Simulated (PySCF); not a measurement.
Te(SiMe3)(GeH3), SMILES [Si](C)([Te][GeH3])(C)C, GFN2-xTB optimised geometry.

```
18

Te    -0.27    -1.37     0.00
Si    -0.38     1.17     0.00
C     -2.18     1.63     0.41
C      0.09     1.84    -1.72
C      0.81     1.89     1.30
H     -2.32     2.71     0.39
H     -2.87     1.19    -0.31
H     -2.47     1.28     1.40
H     -0.59     1.47    -2.49
H      1.10     1.53    -1.99
H      0.06     2.92    -1.75
H      1.84     1.61     1.07
H      0.59     1.51     2.30
H      0.76     2.97     1.34
Ge     2.22    -1.37     0.00
H      2.76    -2.71    -0.41
H      2.87    -0.39    -0.94
H      2.88    -1.09     1.33
```

Density from CAM-B3LYP/def2-SVP, def2 effective core potentials past Kr in PySCF at that geometry. The core electrons that the potentials of Te replace are not part of the density.

Minimum of the electron density along straight lines between bonded atoms, close to the bond critical point (lines longer than 1.1 times the sum of covalent radii, or with two minima, are not listed):

| bond | length / Å | ρ at the minimum / e bohr⁻³ | ∇²ρ there / e bohr⁻⁵ | position (fraction from the first atom) |
|---|---|---|---|---|
| Te1–Si2 | 2.541 | 0.077 | [?] | 0.66 |
| Si2–C3 | 1.901 | 0.113 | 0.32 | 0.38 |
| Si2–C4 | 1.907 | 0.112 | 0.30 | 0.38 |
| Si2–C5 | 1.906 | 0.112 | 0.31 | 0.38 |
| C3–H6 | 1.085 | 0.272 | -0.99 | 0.63 |
| C3–H7 | 1.085 | 0.273 | -0.99 | 0.63 |
| C3–H8 | 1.085 | 0.273 | -1.00 | 0.63 |
| C4–H9 | 1.086 | 0.273 | -0.99 | 0.63 |
| C4–H10 | 1.087 | 0.272 | -0.99 | 0.63 |
| C4–H11 | 1.086 | 0.272 | -0.98 | 0.63 |
| C5–H12 | 1.088 | 0.272 | -0.98 | 0.63 |
| C5–H13 | 1.086 | 0.273 | -1.00 | 0.63 |
| C5–H14 | 1.086 | 0.272 | -0.98 | 0.63 |
| Te1–Ge15 | 2.496 | [?] | [?] | 0.54 |
| Ge15–H16 | 1.499 | 0.141 | 0.07 | 0.59 |
| Ge15–H17 | 1.505 | 0.140 | 0.07 | 0.59 |
| Ge15–H18 | 1.505 | 0.140 | 0.07 | 0.59 |

Problem. Complete the blanks.

Solution. 
- Te1–Si2, ∇²ρ there / e bohr⁻⁵: -0.07
- Te1–Ge15, ρ at the minimum / e bohr⁻³: 0.084
- Te1–Ge15, ∇²ρ there / e bohr⁻⁵: -0.05
